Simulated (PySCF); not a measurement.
H₅InO₂Si, SMILES [OH][In]([OH])[SiH3].

The structure is a stationary point at PBE0-D3(BJ)/def2-SVP. The structure was generated by enumeration; whether it is a known compound was not checked. The def2 effective core potentials stand for the cores of In; spin–orbit coupling is left out. Other conformers were not sampled.

The numbers are results of PySCF 2.14.0 with TDDFT-PBE0/def2-SVPD, not measurements.

Vertical excitations. Isolated molecule, no solvent.

| state | energy (eV) | λ (nm) | f | main pairs |
|---|---|---|---|---|
| S1 | 5.45 | 227 | 0.000 | HOMO→LUMO+1 94 % |
| S2 | 5.58 | 222 | 0.003 | HOMO→LUMO 65 %, HOMO−2→LUMO+1 32 % |
| S3 | 5.66 | 219 | 0.000 | HOMO−2→LUMO 96 % |
| S4 | 5.83 | 213 | 0.004 | HOMO−1→LUMO 72 %, HOMO−3→LUMO+1 24 % |
| S5 | 6.00 | 206 | 0.085 | HOMO−3→LUMO+1 67 %, HOMO−1→LUMO 24 % |
| S6 | 6.08 | 204 | 0.050 | HOMO−3→LUMO 56 %, HOMO−1→LUMO+1 37 % |
| S7 | 6.43 | 193 | 0.162 | HOMO−2→LUMO+1 62 %, HOMO→LUMO 30 % |
| S8 | 6.59 | 188 | 0.495 | HOMO−1→LUMO+1 59 %, HOMO−3→LUMO 34 % |
| S9 | 6.99 | 177 | 0.007 | HOMO→LUMO+2 96 % |
| S10 | 7.15 | 173 | 0.035 | HOMO−2→LUMO+2 91 % |
| T1 | 5.04 | 246 | 0 | HOMO−1→LUMO 97 % |
| T2 | 5.10 | 243 | 0 | HOMO→LUMO+1 87 % |
| T3 | 5.15 | 241 | 0 | HOMO−2→LUMO+1 54 %, HOMO→LUMO 38 % |
| T4 | 5.21 | 238 | 0 | HOMO−1→LUMO+1 94 % |
Triplets are in the Tamm–Dancoff approximation, which puts them higher than full response would, so one can lie above its singlet here.
